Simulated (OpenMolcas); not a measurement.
B2H4F2 (diborane 1,2-di F): the HOMO–LUMO gap, rung by rung

B2H4F2 has 8 atoms, charge 0, and is taken as a singlet. The coordinates come from a GFN2-xTB relaxation.

```xyz
8

B     0.9003    0.1356    0.2205
F     1.5774   -0.8705    0.7749
H     1.4685    1.1493    0.0646
H    -0.2794    0.3449    0.8720
B    -0.9017   -0.0698   -0.2433
F    -1.5236   -1.2331   -0.0486
H    -1.5181    0.7972   -0.7364
H     0.2767   -0.2536   -0.9037
```

Each level gives the HOMO–LUMO gap (eV). The values are calculated.

```json
{"level": "BLYP/def2-SVPD", "kind": "GGA", "program": "OpenMolcas", "value (eV)": "6.86", "CPU time": "45 s"}
{"level": "PBE/def2-SVPD", "kind": "GGA", "program": "OpenMolcas", "value (eV)": "6.75", "CPU time": "45 s"}
{"level": "revPBE/def2-SVPD", "kind": "GGA", "program": "OpenMolcas", "value (eV)": "6.82", "CPU time": "45 s"}
{"level": "M06-L/def2-SVPD", "kind": "meta-GGA", "program": "OpenMolcas", "value (eV)": "7.54", "CPU time": "55 s"}
{"level": "TPSS/def2-SVPD", "kind": "meta-GGA", "program": "OpenMolcas", "value (eV)": "7.27", "CPU time": "53 s"}
{"level": "r2SCAN/def2-SVPD", "kind": "meta-GGA", "program": "OpenMolcas", "value (eV)": "7.52", "CPU time": "52 s"}
{"level": "BHLYP/def2-SVPD", "kind": "global hybrid", "program": "OpenMolcas", "value (eV)": "12.05", "CPU time": "36 s"}
{"level": "PBE0/def2-SVPD", "kind": "global hybrid", "program": "OpenMolcas", "value (eV)": "9.40", "CPU time": "39 s"}
```

The values span 6.75 to 12.05 eV. Orbital gaps aren't excitation energies; they tend to grow with the share of exact exchange. CPU times are rough (shared hosts, several kinds of processor): they show what a rung costs within a factor of a few.
